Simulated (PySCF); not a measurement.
# Identify the compound

The spectra below were simulated for a compound C6H6OP2.

$^{1}$H NMR (600 MHz, computed): δ 11.25 (m, 1H), 9.40 (m, 1H), 8.64 (m, 1H), 2.71 (s, 3H).

$^{13}$C{$^{1}$H} NMR (computed): δ 203.7, 200.9, 170.7, 161.7, 138.4, 26.6.

Level of theory: PBE0/pcSseg-1 with gauge-including orbitals, geometry from GFN2-xTB, in PySCF (gas phase, averaged over atoms made equivalent by symmetry, fast rotation or ring inversion, single conformer, relativity neglected).

Referencing at the same level of theory: TMS for $^{1}$H, $^{13}$C.

Question: What is the structure?

Answer: 
- 6 carbon signals for 6 carbons: no two carbons are equivalent.
- Carbon types of the structure: 2 × C, 3 × CH, 1 × CH3, which accounts for all hydrogens.
- δC 203.7: ketone carbonyl carbon; the double bond to the heteroatom, with no lone-pair donor beside it, deshields it most.
- δC 200.9, 161.7, 138.4: aromatic CH.
- δC 170.7: substituted aromatic carbon.
- δC 26.6: methyl carbon α to a carbonyl; α to the electron-withdrawing carbonyl group.
- δH 11.25, 9.40, 8.64: hydrogen on an aromatic CH.
- δH 2.71: hydrogen on a methyl carbon α to a carbonyl; α to C=O.

The compound is SMILES CC(=O)c1ccpcp1.

The shifts were computed for this structure.

Splittings by $^{31}$P in the carbon and heteronuclear signals aren't shown, as no couplings were computed. Shifts are as computed. Against solution values, carbons near 30 ppm lie about +3 ppm off and those near 130 ppm about +5 ppm. Of 1211 compounds with measured shifts, 218 miss one by over three times the rms of a fit or turn the order of signals round; such compounds aren't used in these exercises. No couplings were computed; multiplicities are counted from neighbouring protons, with m where these are inequivalent, close in shift, in a saturated or five-membered ring or joined by F or P, and br s for small geminal =CH2 splittings.
